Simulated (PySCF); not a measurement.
**Field gradients at the hydrogen positions**

Compound: C₉H₁₄Si.
Atom-mapped SMILES: `[CH3:1][CH2:2][C:3]1=[CH:4][SiH2:5][CH:6]=[C:7]1[CH:8]1[CH2:9][CH2:10]1` (hydrogens: H11, H12, H13 on C1; H14, H15 on C2; H16 on C4; H17, H18 on Si5; H19 on C6; H20 on C8; H21, H22 on C9; H23, H24 on C10)

Cartesian coordinates in Å at the GFN2-xTB level; atoms count from 1:
```xyz
24
C9H14Si angstrom
C     -2.844   -1.236    0.197
C     -1.353   -1.129   -0.094
C     -0.831    0.276   -0.172
C     -1.558    1.400   -0.097
Si    -0.452    2.913   -0.226
C      1.024    1.762   -0.386
C      0.625    0.482   -0.335
C      1.518   -0.698   -0.427
C      2.026   -1.351    0.831
C      2.971   -0.619   -0.069
H     -3.135   -2.282    0.269
H     -3.087   -0.747    1.137
H     -3.427   -0.775   -0.598
H     -1.138   -1.632   -1.043
H     -0.794   -1.662    0.681
H     -2.627    1.389    0.026
H     -0.431    3.731    0.989
H     -0.691    3.726   -1.420
H      2.058    2.033   -0.517
H      1.258   -1.374   -1.236
H      1.770   -0.889    1.774
H      2.072   -2.430    0.871
H      3.364    0.323    0.279
H      3.673   -1.192   -0.655
```

Level: PBE0/pcSseg-1 (PySCF, non-relativistic); Q(2H) = 0.00286 b; rigid geometry, the same for H and D, with no vibrational averaging.

Question: Rank these positions by the coupling χzz of a deuteron there, largest first.
A. H14 (methylene hydrogen)
B. H19 (vinylic hydrogen)
C. H18 (Si–H hydrogen)
D. H20 (methine hydrogen)
E. H23 (methylene hydrogen)

Answer: B (230 kHz), E (224 kHz), D (214 kHz), A (201 kHz), C (110 kHz).

What are Vzz, η and χzz (234.96 MHz × Q × Vzz) at all hydrogens?

```csv
atom,bonded to,bond length (Å),Vzz (au),η,χzz (kHz)
H11,C1,1.088,0.3152,0.02,212
H12,C1,1.088,0.3141,0.01,211
H13,C1,1.088,0.3144,0.01,211
H14,C2,1.095,0.2991,0.04,201
H15,C2,1.094,0.2981,0.03,200
H16,C4,1.076,0.3435,0.04,231
H17,Si5,1.465,0.1630,0.01,110
H18,Si5,1.464,0.1635,0.01,110
H19,C6,1.077,0.3423,0.03,230
H20,C8,1.086,0.3180,0.09,214
H21,C9,1.080,0.3291,0.07,221
H22,C9,1.080,0.3308,0.07,222
H23,C10,1.079,0.3327,0.06,224
H24,C10,1.080,0.3313,0.07,223
```

Average by the element that carries the hydrogen.

on C: 217 kHz over 12 positions, mean bond length 1.084 Å; on Si: 110 kHz over 2 positions, mean bond length 1.465 Å.

How does χzz go with the bond length over the 12 C–H bonds?

A straight-line fit has a slope of -15.3 kHz for each 0.01 Å, with a correlation coefficient of -0.99, over lengths from 1.076 to 1.095 Å. The longer bonds have the smaller couplings here.

A static deuteron (I = 1) shows a doublet split by (3/2)χ, (3/4)χ(1 + η) and (3/4)χ(1 − η) with the field along z, y and x of the gradient. What are these for H16?

With |χ| = 230.8 kHz and η = 0.038: 346, 180 and 167 kHz, to first order and without motion.

Geometry: GFN2-xTB, one conformer, isolated molecule. GFN2-xTB bond lengths can be off by several hundredths of an ångström, more for odd bonds, and the gradients follow them. The basis is small and wasn't made for field gradients, so the couplings can be 20 % off.
